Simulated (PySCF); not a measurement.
C₅H₁₀OSi₃.
Bonds: C1–C2 (aromatic), C2–O3 (aromatic), O3–C4 (aromatic), C4–Si5, Si5–Si6, Si6–C7, C7–Si8, C4–C9 (aromatic), C1–C9 (aromatic), Si5–Si8. Hydrogens: H10 on C1; H11 on C2; H12 on Si5; H13, H14 on Si6; H15, H16 on C7; H17, H18 on Si8; H19 on C9.

Probes without a nucleus sit at each ring's centroid and 1 Å off its mean plane on both sides; NICS is minus the shielding there, NICSzz its component along the normal. Level: GIAO PBE0/pcSseg-1 (PySCF, non-relativistic, gas phase) on the GFN2-xTB geometry, one conformer.

Rings: 1. C1–C2–O3–C4–C9; 2. Si5–Si6–C7–Si8.

```csv
set,NICS(0),"NICS(1), two faces","NICS(1)zz, two faces"
P,3.1,-0.4 / 0.5,5.6 / 6.7
Q,-11.5,-10.5 / -10.5,-26.9 / -26.9
```

Question: Which set (ppm) belongs to which ring?

Answer: P = 2, Q = 1.
- 1 (5-membered ring with O; formal bonds all aromatic): mean NICS(1)zz -26.9 ppm, shielded. For a flat ring without four-coordinate atoms the NICS criterion counts such a value as aromatic.
- 2 (4-membered ring with 3 Si; formal bonds all single): mean NICS(1)zz 6.2 ppm, deshielded. Si5, Si6, C7, Si8 have four or more neighbours; no verdict on aromaticity is drawn.

Question: How do the rings differ in shape?

Answer: 
```json
{"ring": "1", "bond lengths (Å)": "1.361, 1.341, 1.357, 1.369, 1.413", "rms pucker (Å)": "0.00", "HOMA": "0.46", "nearest outside atom to a NICS(1) probe (Å)": "hydrogen 2.43"}
{"ring": "2", "bond lengths (Å)": "2.348, 1.933, 1.933, 2.349", "rms pucker (Å)": "0.02", "HOMA": "–", "nearest outside atom to a NICS(1) probe (Å)": "hydrogen 1.96"}
```

HOMA = 1 − mean of α(R − Ropt)² over the ring bonds, with Krygowski's 1993 parameters (CC: Ropt 1.388 Å, α 257.7 Å⁻²; CO: Ropt 1.265 Å, α 157.38 Å⁻²). A dash marks a ring with a four-coordinate atom, a triple bond, no multiple bond or a kind of bond without parameters.

Conformer computed: `[cH:1]1[cH:2][o:3][c:4]([SiH:5]2[SiH2:6][CH2:7][SiH2:8]2)[cH:9]1`: O3–C4–Si5–Si6 46°.
